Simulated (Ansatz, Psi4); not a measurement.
Relaxed torsion scan: SMILES FB(F)B(F)F. Scanned: dihedral F1–B2–B4–F5; all other coordinates were relaxed at B3LYP-D3(BJ)/def2-SVP. Points at φ and −φ are mirror images. Heavy atoms are numbered in the order of the SMILES FB(F)B(F)F, hydrogens after them in the order of the atoms that carry them; the mirror image has the same energies with the sign of each dihedral reversed.

Computed with: PBE/def2-TZVP // B3LYP-D3(BJ)/def2-SVP (Psi4); PBE-D3(BJ)/def2-TZVP // B3LYP-D3(BJ)/def2-SVP (Psi4); B3LYP/def2-TZVP // B3LYP-D3(BJ)/def2-SVP (Psi4); CCSD(T)/cc-pVTZ = Ansatz (a first-principles code) with CCSD(T) on RHF/cc-pVTZ, frozen core // B3LYP-D3(BJ)/def2-SVP.

Energies relative to the lowest point of each profile, in kcal/mol; the last columns give the difference from CCSD(T):

```csv
φ / °,PBE/def2-TZVP,PBE-D3(BJ)/def2-TZVP,B3LYP/def2-TZVP,CCSD(T)/cc-pVTZ,PBE/def2-TZVP − CCSD(T)/cc-pVTZ,PBE-D3(BJ)/def2-TZVP − CCSD(T)/cc-pVTZ,B3LYP/def2-TZVP − CCSD(T)/cc-pVTZ
-165,0.1,0.1,0.1,0.0,0.1,0.1,0.1
-135,0.1,0.1,0.1,0.2,-0.1,-0.1,-0.1
-105,0.0,0.0,0.0,0.3,-0.3,-0.3,-0.3
-75,0.0,0.0,0.0,0.3,-0.3,-0.3,-0.3
-45,0.1,0.1,0.1,0.2,-0.1,-0.1,-0.1
-15,0.1,0.1,0.1,0.0,0.1,0.1,0.1
15,0.1,0.1,0.1,0.0,0.1,0.1,0.1
45,0.1,0.1,0.1,0.2,-0.1,-0.1,-0.1
75,0.0,0.0,0.0,0.3,-0.3,-0.3,-0.3
105,0.0,0.0,0.0,0.3,-0.3,-0.3,-0.3
135,0.1,0.1,0.1,0.2,-0.1,-0.1,-0.1
165,0.1,0.1,0.1,0.0,0.1,0.1,0.1
```

PBE/def2-TZVP is furthest from CCSD(T)/cc-pVTZ at -75 (-0.3 kcal/mol, below); its mean absolute difference over the points is 0.2 kcal/mol.

PBE-D3(BJ)/def2-TZVP is furthest from CCSD(T)/cc-pVTZ at -75 (-0.3 kcal/mol, below); its mean absolute difference over the points is 0.2 kcal/mol.

B3LYP/def2-TZVP is furthest from CCSD(T)/cc-pVTZ at -75 (-0.3 kcal/mol, below); its mean absolute difference over the points is 0.2 kcal/mol.
